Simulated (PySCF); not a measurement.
The scaffold SiH2(OH)-X carries different groups X. Isolated molecules, 0 K electronic values unless said otherwise. One relaxed conformer stands for each flexible species; it need not be the lowest. Strings in code marks are SMILES.

Computed with PBE-D3(BJ)/def2-TZVP // PBE0-D4/def2-TZVP in PySCF. All candidates: neutral, multiplicity 1. Excitations are Tamm–Dancoff values on a coarser integration grid. The basis has no diffuse functions, so Rydberg states are missing or too high.

```yaml
S1 excitation (TDA): 5.22 eV
HOMO–LUMO gap: 5.00 eV
T1 excitation (TDA): 4.86 eV
```

### Question
Say which member has these values.
A) `CC[SiH2]O` (C–C–Si–O torsion 178°, C–Si–O–H torsion 71°)
B) `O[SiH2]C1CC1` (H–O–Si–C torsion 56°, O–Si–C–C torsion -156°)
C) `O[SiH2]O` (H–O–Si–O torsion -66°, O–Si–O–H torsion -66°)
D) `CN(C)[SiH2]O` (C–N–Si–O torsion -73°, N–Si–O–H torsion -68°)

### Answer
D, `CN(C)[SiH2]O` (C–N–Si–O torsion -73°, N–Si–O–H torsion -68°). The others give `O[SiH2]C1CC1` (H–O–Si–C torsion 56°, O–Si–C–C torsion -156°): 6.41 eV, 6.31 eV, 6.17 eV; `O[SiH2]O` (H–O–Si–O torsion -66°, O–Si–O–H torsion -66°): 7.13 eV, 7.02 eV, 6.83 eV; `CC[SiH2]O` (C–C–Si–O torsion 178°, C–Si–O–H torsion 71°): 6.30 eV, 6.20 eV, 6.04 eV
